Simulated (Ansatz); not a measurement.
Mg14S14. Charge 0, multiplicity 3. Geometry PBE-D4/def2-SVP, loosely relaxed, that of the neutral singlet; atoms count from 1.

Cartesian coordinates in Å:
```
Mg -1.567 4.971 0.231
S -2.077 4.353 2.393
Mg -0.986 2.350 1.952
S -1.464 0.003 1.381
Mg -1.663 -2.447 1.247
S -3.280 -4.112 1.153
Mg -2.860 -4.213 -1.110
S -0.360 6.627 -1.128
Mg 0.688 4.617 -1.862
S -0.742 2.791 -1.065
Mg -0.824 0.267 -1.000
S -1.431 -2.057 -1.777
Mg -0.525 -3.917 -3.098
S -2.112 -5.687 -2.931
Mg 1.540 6.558 0.420
S 2.718 4.336 -0.564
Mg 1.619 2.199 -0.234
S 1.687 -0.104 -0.975
Mg 0.963 -2.411 -0.903
S 1.460 -4.578 -1.871
Mg -0.329 -6.566 -1.496
S 2.357 6.500 2.594
Mg 2.370 4.243 2.083
S 1.525 1.942 2.249
Mg 1.012 -0.358 1.477
S 0.851 -2.830 1.558
Mg 1.038 -5.129 0.709
S 0.391 -7.347 0.570
```

Single mean-field runs in def2-SVP are fitted with def2-universal-jkfit. The geometry of the charge 0 triplet is only loosely relaxed. At PBE0-D4/def2-SVP a singlet of charge 0 lies 2.92 eV below the triplet at the same geometry.

Question: Estimate the Mulliken populations from the PBE0/def2-SVP orbitals of Ansatz.

Answer: 
| atom | charge (e) | spin (α − β) |
| --- | --- | --- |
| Mg1 | 0.53 | 0.06 |
| S2 | -0.39 | 0.44 |
| Mg3 | 0.61 | 0.05 |
| S4 | -0.70 | 0.00 |
| Mg5 | 0.61 | 0.00 |
| S6 | -0.45 | 0.05 |
| Mg7 | 0.55 | 0.00 |
| S8 | -0.53 | -0.02 |
| Mg9 | 0.20 | 0.51 |
| S10 | -0.64 | -0.01 |
| Mg11 | 0.60 | 0.03 |
| S12 | -0.67 | 0.00 |
| Mg13 | 0.41 | 0.02 |
| S14 | -0.56 | 0.00 |
| Mg15 | 0.51 | 0.07 |
| S16 | -0.56 | 0.00 |
| Mg17 | 0.80 | 0.03 |
| S18 | -0.60 | 0.00 |
| Mg19 | 0.81 | 0.01 |
| S20 | -0.59 | 0.00 |
| Mg21 | 0.52 | 0.00 |
| S22 | -0.33 | 0.55 |
| Mg23 | 0.44 | 0.14 |
| S24 | -0.65 | -0.01 |
| Mg25 | 0.67 | 0.04 |
| S26 | -0.67 | 0.00 |
| Mg27 | 0.51 | 0.00 |
| S28 | -0.44 | 0.05 |
Mulliken values depend strongly on the basis.

Question: Where does the spin sit?

Answer: Summed by element: Mg 0.95, S 1.05, of 2 unpaired in all. Largest on single atoms: S22 0.55, Mg9 0.51, S2 0.44.

Question: And the Mayer bond orders between heavy atoms (over 0.3, the first 40 of 46)?

Answer: Mg1–S2 0.92 (2.30 Å); Mg1–S8 0.72 (2.46 Å); Mg1–S10 0.39 (2.67 Å); S2–Mg3 0.78 (2.32 Å); Mg3–S4 0.50 (2.46 Å); Mg3–S24 0.48 (2.56 Å); S4–Mg5 0.48 (2.46 Å); S4–Mg11 0.56 (2.48 Å); S4–Mg25 0.52 (2.50 Å); Mg5–S6 0.96 (2.32 Å); Mg5–S26 0.46 (2.56 Å); S6–Mg7 1.17 (2.30 Å); Mg7–S12 0.33 (2.67 Å); Mg7–S14 0.64 (2.46 Å); S8–Mg9 0.67 (2.38 Å); S8–Mg15 0.76 (2.45 Å); Mg9–S10 0.53 (2.45 Å); Mg9–S16 0.64 (2.43 Å); S10–Mg11 0.48 (2.53 Å); S10–Mg17 0.46 (2.57 Å); Mg11–S12 0.46 (2.52 Å); Mg11–S18 0.56 (2.54 Å); S12–Mg13 0.68 (2.45 Å); S12–Mg19 0.43 (2.57 Å); Mg13–S14 0.82 (2.38 Å); Mg13–S20 0.81 (2.43 Å); S14–Mg21 0.68 (2.45 Å); Mg15–S16 0.41 (2.70 Å); Mg15–S22 0.83 (2.32 Å); S16–Mg17 0.47 (2.43 Å); S16–Mg23 0.50 (2.67 Å); Mg17–S18 0.48 (2.42 Å); Mg17–S24 0.45 (2.50 Å); S18–Mg19 0.50 (2.42 Å); S18–Mg25 0.53 (2.56 Å); Mg19–S20 0.46 (2.43 Å); Mg19–S26 0.48 (2.50 Å); S20–Mg21 0.34 (2.70 Å); S20–Mg27 0.42 (2.67 Å); Mg21–S28 1.10 (2.32 Å).
